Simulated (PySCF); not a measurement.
Job file and geometry (Å, from GFN2-xTB) of an NMR shielding run on `CC[C@H]([SiH3])CS(=O)(=O)Cl`, C₄H₁₁ClO₂SSi, PySCF, GIAO PBE0/pcSseg-1 NMR shielding, non-relativistic, gas phase; density fitting, a coarse starting grid and PySCF grid level 2 are the driver's defaults:

```
$ OMP_NUM_THREADS=1 python probes_run.py task.json out

{"job": {"kind": "nmr", "xc": "PBE0", "basis": "pcSseg-1"}, "charge": 0, "multiplicity": 1}
C     -2.229417     0.373469    -0.699421
C     -1.311900    -0.838609    -0.787268
C      0.048216    -0.632121    -0.106378
Si    -0.048771    -0.283315     1.782398
C      0.852606     0.439799    -0.806729
S      2.429074     0.438477     0.042994
O      3.032654    -0.852205     0.016571
O      2.329325     1.122693     1.292873
Cl     3.561010     1.635104    -1.156334
H     -3.196694     0.138302    -1.137045
H     -2.381621     0.659169     0.338958
H     -1.815467     1.220879    -1.239963
H     -1.801405    -1.688312    -0.309174
H     -1.156389    -1.097493    -1.839159
H      0.610479    -1.563779    -0.227764
H      1.075084    -0.882820     2.485867
H     -0.246741     1.144486     2.018557
H     -1.264040    -0.990870     2.215477
H      1.053927     0.226054    -1.854961
H      0.454922     1.441772    -0.683440
```

Task: What does the program print?

Result: 
```
coarse grid: 18208 points
cycle   1  E = -1456.1289874213  dE =  1.787e+00  |g| = 1.163e+00  |ddm| = 4.190e+00
cycle   2  E = -1455.4362876359  dE =  6.927e-01  |g| = 2.263e+00  |ddm| = 2.690e+00
cycle   3  E = -1456.3759090976  dE = -9.396e-01  |g| = 1.858e-01  |ddm| = 1.940e+00
cycle   4  E = -1456.3827186960  dE = -6.810e-03  |g| = 9.199e-02  |ddm| = 2.825e-01
cycle   5  E = -1456.3846229988  dE = -1.904e-03  |g| = 1.929e-02  |ddm| = 9.647e-02
cycle   6  E = -1456.3846965576  dE = -7.356e-05  |g| = 7.523e-03  |ddm| = 2.347e-02
cycle   7  E = -1456.3847054907  dE = -8.933e-06  |g| = 3.102e-03  |ddm| = 7.393e-03
final grid: 161760 points
cycle   8  E = -1456.4599049497  dE = -2.983e-05  |g| = 1.462e-02  |ddm| = 3.521e-02
cycle   9  E = -1456.4598267348  dE =  7.821e-05  |g| = 2.433e-02  |ddm| = 3.261e-02
cycle  10  E = -1456.4599474845  dE = -1.207e-04  |g| = 3.168e-03  |ddm| = 2.165e-02
cycle  11  E = -1456.4599493566  dE = -1.872e-06  |g| = 5.751e-04  |ddm| = 2.736e-03
cycle  12  E = -1456.4599494182  dE = -6.162e-08  |g| = 2.745e-04  |ddm| = 7.319e-04
cycle  13  E = -1456.4599494315  dE = -1.328e-08  |g| = 6.411e-05  |ddm| = 2.400e-04
cycle  14  E = -1456.4599494323  dE = -7.822e-10  |g| = 1.655e-05  |ddm| = 6.596e-05
converged SCF energy = -1456.4599494323

GIAO shielding tensors (ppm)
atom      isotropic    diamagn.    paramagn.     s11        s22        s33       span
  0 C      174.874     249.680     -74.806    165.313    173.542    185.768     20.455
  1 C      157.120     245.755     -88.634    145.270    154.393    171.698     26.428
  2 C      170.041     256.943     -86.902    158.423    165.910    185.789     27.366
  3 Si     409.772     882.028    -472.256    375.663    396.976    456.676     81.013
  4 C      110.191     258.252    -148.061     71.588    101.364    157.621     86.033
  5 S      158.298    1048.818    -890.519     17.558    126.448    330.888    313.330
  6 O       39.812     398.618    -358.806    -45.020     47.340    117.115    162.136
  7 O       26.363     401.022    -374.660    -61.083     44.557     95.614    156.696
  8 Cl     353.925    1143.920    -789.995    -17.114     70.146   1008.741   1025.854
  9 H       30.580      28.460       2.121     25.800     27.251     38.689     12.889
 10 H       30.814      31.259      -0.445     25.629     30.927     35.885     10.256
 11 H       30.982      31.553      -0.572     26.012     30.806     36.127     10.115
 12 H       29.740      31.515      -1.775     24.858     28.178     36.184     11.326
 13 H       30.015      31.507      -1.492     24.738     28.932     36.376     11.638
 14 H       29.959      35.531      -5.572     24.450     29.621     35.806     11.356
 15 H       27.592      30.668      -3.077     23.194     27.240     32.340      9.146
 16 H       27.716      31.047      -3.332     24.795     26.449     31.902      7.107
 17 H       28.026      31.040      -3.014     24.080     26.636     33.363      9.283
 18 H       28.296      32.440      -4.144     24.276     28.861     31.753      7.477
 19 H       28.140      33.578      -5.437     24.422     29.631     30.368      5.946
```

Task: Turn these shieldings into chemical shifts. δ = σ(ref) − σ, references computed at the same level: TMS for ¹³C (186.93 ppm) and ²⁹Si (349.16 ppm) and ¹H (31.72 ppm); ³³S (503.73 ppm) vs CS2; H2O for ¹⁷O (336.08 ppm); ³⁵Cl (949.78 ppm) vs HCl.

Result: Averaging equivalent atoms: C 4: 76.7; C 1: 29.8; C 2: 16.9; C 0: 12.1; Si 3: -60.6; S 5: 345; O 7: 309.7; O 6: 296.3; Cl 8: 596; H 15/16/17: 3.94; H 19: 3.58; H 18: 3.42; H 12: 1.98; H 14: 1.76; H 13: 1.70; H 9/10/11: 0.93 ppm. Unscaled 17O shifts of doubly bonded oxygen tend to come out too high, by tens of ppm or more. Experimental scales use liquid or dissolved standards, which lie at an offset from isolated H2O (liquid H2O: subtract about 36 ppm).

Size and cost of the density-fitted run: 229 basis functions, of the order of 2.4 core-minutes.
